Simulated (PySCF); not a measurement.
PySCF run on MgAs

The script input.py:

```python
from pyscf import gto, dft

mol = gto.M(
    atom='Mg 0 0 0; As 0 0 2.53',
    basis='def2-svp',
    charge=0,
    spin=3,
    verbose=4,
)
mf = dft.UKS(mol, xc='hcth407')
mf = mf.density_fit(auxbasis='def2-universal-jkfit')
field = 0.01  # electric field along z, atomic units
h = mf.get_hcore() + field*mol.intor('int1e_r')[2]
mf.get_hcore = lambda *args: h
e_nuc = mol.energy_nuc() - field*mol.atom_charges() @ mol.atom_coords()[:, 2]
mf.energy_nuc = lambda *args: e_nuc
mf.kernel()
mf.analyze()
print('orbital energies (hartree):', [e[max(0, n-3):n+3].round(4) for e, n in zip(mf.mo_energy, mol.nelec)])
```

```bash
$ OMP_NUM_THREADS=1 python input.py
```

It prints (some set-up lines and the per-cycle HOMO/LUMO lines with their warnings removed):

```
PySCF version 2.14.0

[INPUT] Symbol           X                Y                Z      unit          X                Y                Z       unit  Magmom
[INPUT]  1 Mg     0.000000000000   0.000000000000   0.000000000000 AA    0.000000000000   0.000000000000   0.000000000000 Bohr   0.0
[INPUT]  2 As     0.000000000000   0.000000000000   2.530000000000 AA    0.000000000000   0.000000000000   4.781007095150 Bohr   0.0

nuclear repulsion = 82.8277373613913
number of shells = 20
number of NR pGTOs = 110
number of NR cGTOs = 50
basis = def2-svp
ecp = {}

******** <class 'pyscf.df.df_jk.DFUKS'> ********
method = DFUKS
initial guess = minao
damping factor = 0
level_shift factor = 0
DIIS = <class 'pyscf.scf.diis.CDIIS'>
SCF conv_tol = 1e-09
SCF max_cycles = 50
number electrons alpha = 24  beta = 21
XC functionals = hcth407

grids dens level: 3
tot grids = 39008
init E= -2436.06078180025

cycle= 1 E= -2436.76544174289  delta_E= -0.705  |g|= 0.091  |ddm|= 1.31
cycle= 2 E= -2436.73755891407  delta_E= 0.0279  |g|= 0.179  |ddm|= 0.645
cycle= 3 E= -2436.7763736785  delta_E= -0.0388  |g|= 0.0231  |ddm|= 0.437
cycle= 4 E= -2436.77691445174  delta_E= -0.000541  |g|= 0.00904  |ddm|= 0.0684
cycle= 5 E= -2436.77700711064  delta_E= -9.27e-05  |g|= 0.00274  |ddm|= 0.0303
cycle= 6 E= -2436.77701599956  delta_E= -8.89e-06  |g|= 0.000914  |ddm|= 0.0114
cycle= 7 E= -2436.77701724231  delta_E= -1.24e-06  |g|= 0.000182  |ddm|= 0.00367
cycle= 8 E= -2436.77701730439  delta_E= -6.21e-08  |g|= 0.000101  |ddm|= 0.00119
cycle= 9 E= -2436.77701732638  delta_E= -2.2e-08  |g|= 1.59e-05  |ddm|= 0.000611
cycle= 10 E= -2436.77701732693  delta_E= -5.48e-10  |g|= 4.9e-06  |ddm|= 0.000146
Extra cycle  E= -2436.77701732684  delta_E= 8.46e-11  |g|= 9.28e-06  |ddm|= 4.93e-05
converged SCF energy = -2436.77701732684  <S^2> = 3.7617285  2S+1 = 4.0058599
**** SCF Summaries ****
Total Energy =                       -2436.777017326844089
Nuclear Repulsion Energy =              81.250005019991946
One-electron Energy =                -3558.210480444375662
Two-electron Energy =                 1040.183458097539415
Two-electron Coulomb Energy =         1141.026478765324555
DFT Exchange-Correlation Energy =     -100.843020667785112
**** MO energy ****
                             alpha | beta                alpha | beta
[13 lines left out]
MO #14  energy= -1.77649985045542  | -1.77492161533371  occ= 1 | 1
MO #15  energy= -1.53498746331718  | -1.52679613903051  occ= 1 | 1
MO #16  energy= -1.53497898785359  | -1.52678725730054  occ= 1 | 1
MO #17  energy= -1.53096675733154  | -1.52451326260707  occ= 1 | 1
MO #18  energy= -1.53096675733153  | -1.52451326260706  occ= 1 | 1
MO #19  energy= -1.52979596224053  | -1.52385326183948  occ= 1 | 1
MO #20  energy= -0.517174345328541 | -0.434010834035576 occ= 1 | 1
MO #21  energy= -0.227527391768798 | -0.186930615170204 occ= 1 | 1
MO #22  energy= -0.193085650120425 | -0.134877590967739 occ= 1 | 0
MO #23  energy= -0.193085650120421 | -0.134877590967736 occ= 1 | 0
MO #24  energy= -0.149972296488268 | -0.112746247121422 occ= 1 | 0
MO #25  energy= -0.0482168027715851 | -0.0329113254535759 occ= 0 | 0
MO #26  energy= -0.0482168027715816 | -0.032911325453574 occ= 0 | 0
MO #27  energy= 0.0122877398558803 | 0.00123165336554099 occ= 0 | 0
[23 lines left out]

To work with the spin densities directly, `use mulliken_meta_spin()` only printing them here.

 ** Mulliken spin pop alpha/beta on meta-lowdin orthogonal AOs **
 ** Mulliken Spin Density (per AO)  **
 ** Mulliken Spin Density (per atom)  **
spin density of  0 Mg =      0.54868
spin density of  1 As =      2.45132
 ** Mulliken pop alpha/beta on meta-lowdin orthogonal AOs **
 ** Mulliken pop       alpha | beta **
pop of  0 Mg 1s        1.00000 | 1.00000
pop of  0 Mg 2s        0.99995 | 0.99994
pop of  0 Mg 3s        0.90986 | 0.52896
pop of  0 Mg 4s        0.01094 | 0.00008
pop of  0 Mg 2px       0.99997 | 0.99997
pop of  0 Mg 2py       0.99997 | 0.99997
pop of  0 Mg 2pz       0.99997 | 0.99995
pop of  0 Mg 3px       0.02076 | 0.00002
pop of  0 Mg 3py       0.02076 | 0.00002
pop of  0 Mg 3pz       0.09709 | 0.00220
pop of  0 Mg 4px       0.00031 | 0.00001
pop of  0 Mg 4py       0.00031 | 0.00001
[38 lines left out]
In total            24.00000 | 21.00000
 ** Mulliken atomic charges   ( Nelec_alpha | Nelec_beta ) **
charge of  0Mg =      0.38261  (     6.08304      5.53436 )
charge of  1As =     -0.38261  (    17.91696     15.46564 )
Dipole moment(X, Y, Z, Debye):  0.00000,  0.00000,  2.10615
orbital energies (hartree): [array([-0.1931, -0.1931, -0.15  , -0.0482, -0.0482,  0.0123]), array([-1.5239, -0.434 , -0.1869, -0.1349, -0.1349, -0.1127])]
```

In short: E(SCF) = -2436.777017 Eh, 10 cycles, ⟨S²⟩ = 3.762, μz(SCF) = 2.11 D.

Hardware: Intel Xeon 6975P-C, 1 thread, shared host. Wall time 2.4 s.

The bond length is a typed value, not an optimised one. No search for the lowest solution was made.
